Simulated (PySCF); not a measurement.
C₂H₆Be, charge -1, doublet, at a GFN2-xTB geometry (such geometries of metal compounds can be far from the true shape) (a state made from the parent by changing its charge; the spin is typed, not shown lowest) (in this run its highest filled SCF level lies above zero, so its values depend strongly on the basis, on diffuse functions most of all); DF-BLYP/def2-SVPD (PySCF).

The PySCF input:
```python
from pyscf import gto, scf, dft

mol = gto.M(
    atom='''
Be   -0.49330245    0.64118837   -0.51611087
C     1.24574494    0.06247317   -0.90022893
H     1.26363474   -1.03342580   -1.01743396
H     1.91122315    0.26905777   -0.04599114
H     1.79075906    0.44963440   -1.78247158
C    -1.12804535   -0.21545763    1.02337050
H    -1.11134760   -1.30872602    0.88284988
H    -2.13882794    0.00278119    1.41830932
H    -0.44842916   -0.02616823    1.87033152
''',
    basis='def2-svpd',
    charge=-1,
    spin=1,
    verbose=4,
)

mf = dft.UKS(mol)
mf.xc = 'blyp'
mf = mf.density_fit(auxbasis='def2-universal-jkfit')
mf.kernel()
mf.analyze()
```

Predict the main parts of the log of this PySCF run.


```
PySCF version 2.14.0

[INPUT] verbose = 4
[INPUT] num. atoms = 9
[INPUT] num. electrons = 23
[INPUT] charge = -1
[INPUT] spin (= nelec alpha-beta = 2S) = 1
[INPUT] symmetry False subgroup None
[INPUT] Mole.unit = angstrom
[INPUT] Symbol           X                Y                Z      unit          X                Y                Z       unit  Magmom
[...]
nuclear repulsion = 50.5725136344197
number of shells = 46
number of NR pGTOs = 142
number of NR cGTOs = 100
basis = def2-svpd
ecp = {}

******** <class 'pyscf.df.df_jk.DFUKS'> ********
method = DFUKS
initial guess = minao
damping factor = 0
level_shift factor = 0
DIIS = <class 'pyscf.scf.diis.CDIIS'>
diis_start_cycle = 1
diis_space = 8
diis_damp = 0
SCF conv_tol = 1e-09
SCF conv_tol_grad = None
SCF max_cycles = 50
direct_scf = False
number electrons alpha = 12  beta = 11
XC library pyscf.dft.libxc version 7.1.2
    S. Lehtola, C. Steigemann, M. J. T. Oliveira, and M. A. L. Marques,  SoftwareX 7, 1–5 (2018)
XC functionals = blyp
    A. D. Becke,  Phys. Rev. A 38, 3098 (1988)
    C. Lee, W. Yang, and R. G. Parr,  Phys. Rev. B 37, 785 (1988)
    B. Miehlich, A. Savin, H. Stoll, and H. Preuss,  Chem. Phys. Lett. 157, 200 (1989)
radial grids:
    Treutler-Ahlrichs [JCP 102, 346 (1995); DOI:10.1063/1.469408] (M4) radial grids

becke partition: Becke, JCP 88, 2547 (1988); DOI:10.1063/1.454033
pruning grids: <function nwchem_prune>
grids dens level: 3
symmetrized grids: False
atomic radii adjust function: <function treutler_atomic_radii_adjust>
small_rho_cutoff = 0
Set gradient conv threshold to 3.16228e-05
tot grids = 100808
init E= -94.1207460529571

cycle= 1 E= -94.2129594037722  delta_E= -0.0922  |g|= 0.535  |ddm|= 2.51
cycle= 2 E= -93.4720367601129  delta_E= 0.741  |g|= 1.14  |ddm|= 16.1
cycle= 3 E= -94.3955999665392  delta_E= -0.924  |g|= 0.0518  |ddm|= 15.2
cycle= 4 E= -94.3972098612061  delta_E= -0.00161  |g|= 0.0389  |ddm|= 1.34
cycle= 5 E= -94.3986281244137  delta_E= -0.00142  |g|= 0.00498  |ddm|= 0.595
cycle= 6 E= -94.3986479296915  delta_E= -1.98e-05  |g|= 0.00177  |ddm|= 0.044
cycle= 7 E= -94.3986506621427  delta_E= -2.73e-06  |g|= 0.000194  |ddm|= 0.0155
cycle= 8 E= -94.3986506950941  delta_E= -3.3e-08  |g|= 2.43e-05  |ddm|= 0.00136
cycle= 9 E= -94.3986506960205  delta_E= -9.26e-10  |g|= 5.98e-06  |ddm|= 0.000412
Extra cycle  E= -94.3986506960313  delta_E= -1.08e-11  |g|= 6.3e-06  |ddm|= 0.000208
converged SCF energy = -94.3986506960313  <S^2> = 0.75092774  2S+1 = 2.0009275
[...]
Total Energy =                         -94.398650696031297
[...]
spin_pop of  5 C 3pz       0.00883
spin_pop of  5 C 3dxy      0.00119
spin_pop of  5 C 3dyz      0.00007
spin_pop of  5 C 3dz^2     0.00054
spin_pop of  5 C 3dxz      0.00320
spin_pop of  5 C 3dx2-y2    0.00027
spin_pop of  5 C 4dxy      0.00162
spin_pop of  5 C 4dyz      0.00024
spin_pop of  5 C 4dz^2     0.00027
spin_pop of  5 C 4dxz      0.00382
spin_pop of  5 C 4dx2-y2    0.00054
spin_pop of  6 H 1s        0.00315
spin_pop of  6 H 2s        0.00081
spin_pop of  6 H 2px       0.00011
spin_pop of  6 H 2py       0.00106
spin_pop of  6 H 2pz       0.00086
spin_pop of  6 H 3px       0.00087
spin_pop of  6 H 3py       0.00283
spin_pop of  6 H 3pz       0.00208
spin_pop of  7 H 1s       -0.00041
spin_pop of  7 H 2s        0.00007
spin_pop of  7 H 2px       0.00053
spin_pop of  7 H 2py      -0.00001
spin_pop of  7 H 2pz      -0.00003
spin_pop of  7 H 3px       0.00037
spin_pop of  7 H 3py       0.00003
spin_pop of  7 H 3pz       0.00004
spin_pop of  8 H 1s        0.00329
spin_pop of  8 H 2s        0.00083
spin_pop of  8 H 2px       0.00000
spin_pop of  8 H 2py       0.00024
spin_pop of  8 H 2pz       0.00180
spin_pop of  8 H 3px       0.00012
spin_pop of  8 H 3py       0.00031
spin_pop of  8 H 3pz       0.00541
 ** Mulliken Spin Density (per atom)  **
spin density of  0 Be =      0.72703
spin density of  1 C =      0.11214
spin density of  2 H =      0.01201
spin density of  3 H =      0.01176
spin density of  4 H =      0.00058
spin density of  5 C =      0.11214
spin density of  6 H =      0.01176
spin density of  7 H =      0.00058
spin density of  8 H =      0.01201
 ** Mulliken pop alpha/beta on meta-lowdin orthogonal AOs **
 ** Mulliken pop       alpha | beta **
In total            12.00000 | 11.00000
 ** Mulliken atomic charges   ( Nelec_alpha | Nelec_beta ) **
charge of  0Be =      0.53741  (     2.09481      1.36778 )
charge of  1C =     -0.91457  (     3.51335      3.40122 )
charge of  2H =      0.04896  (     0.48152      0.46952 )
charge of  3H =      0.04902  (     0.48137      0.46961 )
charge of  4H =      0.04789  (     0.47635      0.47577 )
charge of  5C =     -0.91455  (     3.51335      3.40121 )
charge of  6H =      0.04901  (     0.48137      0.46961 )
charge of  7H =      0.04788  (     0.47635      0.47577 )
charge of  8H =      0.04895  (     0.48153      0.46952 )

WARN: System has nonzero charge -1; the dipole moment is origin-dependent.
Location of origin: [0. 0. 0.]

Dipole moment(X, Y, Z, Debye):  2.27980, -2.96353,  2.38518
```
